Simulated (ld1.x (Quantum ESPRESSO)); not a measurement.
Transferability test, PAW potential for barium

Ba, PAW, made with ld1.x (Quantum ESPRESSO) 7.5 (PBEsol, scalar-relativistic). Core [Kr] 4d10, reference 5s2 5p6 5d0 6s1 6p1. Waves: 5s (bound): rcut 2.10, rcutus 2.50 bohr; 6s (bound): rcut 2.10, rcutus 2.50 bohr; 5p (bound): rcut 2.50, rcutus 3.10 bohr; 6p (bound): rcut 2.50, rcutus 3.10 bohr; 5d (bound, empty): rcut 3.25, rcutus 3.60 bohr; 5d channel at 0.2 Ry: rcut 3.25, rcutus 3.60 bohr; 4f channel at 0.1 Ry: rcut 2.75, rcutus 3.60 bohr; 4f channel at 2.55 Ry: rcut 2.75, rcutus 3.60 bohr. Local part: all-electron potential smoothed inside 2.70 bohr (lloc = -2). Core correction: Bessel-smoothed model core inside 2.40 bohr. Augmentation charge: BESSEL, radius 1.90 bohr.

Energies are relative to the spin-unpolarised reference configuration 5s2 5p6 5d0 6s1 6p1; without spin polarisation the order of configurations can differ from experiment.

```json
{"valence configuration": "5s2 5p6 5d0 6s2 6p0", "charge": "0", "ΔE all-electron (eV)": "-2.050", "error AE − PS (meV)": "+0.7"}
{"valence configuration": "5s2 5p6 5d0 6s1 6p0", "charge": "+1", "ΔE all-electron (eV)": "3.331", "error AE − PS (meV)": "-0.5"}
{"valence configuration": "5s2 5p6 5d0 6s0 6p0", "charge": "+2", "ΔE all-electron (eV)": "13.225", "error AE − PS (meV)": "-1.7"}
{"valence configuration": "5s2 5p6 5d0.5 6s1.5 6p0", "charge": "0", "ΔE all-electron (eV)": "-1.408", "error AE − PS (meV)": "-0.1"}
{"valence configuration": "5s2 5p6 5d0 6s1.5 6p0", "charge": "+0.5", "ΔE all-electron (eV)": "0.097", "error AE − PS (meV)": "+0.1"}
```

Task: What are ΔE and the potential's error for 5s2 5p6 5d0 6s0 6p1?

Result: ΔE = 5.928 eV all-electron; the error (AE − PS) is +0.7 meV.

Task: What are ΔE and the potential's error for 5s2 5p6 5d1 6s1 6p0?

Result: ΔE = -0.709 eV all-electron; the error (AE − PS) is -1.0 meV.

Levels in the configuration 5s2 5p6 5d1 6s1 6p0:

| level | all-electron (eV) | pseudo (eV) |
| --- | --- | --- |
| 5s | -32.448 | -32.457 |
| 5p | -17.589 | -17.595 |
| 5d | -1.358 | -1.359 |
| 6s | -2.805 | -2.805 |

ld1.x printed “convergence not achieved” for 3 of the counted tests; their residual had stalled under 1e-8, short of the target of 1e-14.
